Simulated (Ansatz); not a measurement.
`C=C([SiH3])[O][AlH][F]` and `C=C[O][AlH][F]` differ in one atom or group.

Ansatz, PBE0-D4/def2-TZVP geometries, multiplicity 1. Each molecule was computed in one conformer, which needn't be the lowest.

```
                                        property  `C=C([SiH3])[O][AlH][F]`
              LUMO energy (PBE0/def2-TZVPP) / eV                     -0.85
             LUMO energy (B3LYP/def2-TZVPP) / eV                     -1.09
size of the dipole moment (B3LYP/def2-TZVPP) / D                      1.39
           HOMO–LUMO gap (B3LYP/def2-TZVPP) / eV                      5.88
  size of the dipole moment (PBE/def2-TZVPP) / D                      1.20
             HOMO–LUMO gap (PBE/def2-TZVPP) / eV                      4.41
```

(1) What does the change do to each property? (An estimate is asked.)

Answers

(1) Ansatz gave: 
| property | `C=C[O][AlH][F]` | shift |
| --- | --- | --- |
| LUMO energy (PBE0/def2-TZVPP) / eV | -0.78 | 0.07 |
| LUMO energy (B3LYP/def2-TZVPP) / eV | -1.04 | 0.05 |
| size of the dipole moment (B3LYP/def2-TZVPP) / D | 1.76 | 0.37 |
| HOMO–LUMO gap (B3LYP/def2-TZVPP) / eV | 5.72 | -0.16 |
| size of the dipole moment (PBE/def2-TZVPP) / D | 1.63 | 0.43 |
| HOMO–LUMO gap (PBE/def2-TZVPP) / eV | 4.26 | -0.15 |

With PBE0 the HOMO rises by 0.22 eV and the LUMO rises by 0.07 eV, so the gap narrows by about 0.15 eV. PBE moves the HOMO by 0.25 eV and ωB97M-V by 0.18 eV. Dipoles are sizes alone; their direction can turn.

B3LYP here is the variant with VWN-RPA as its local correlation; programs differ in this.
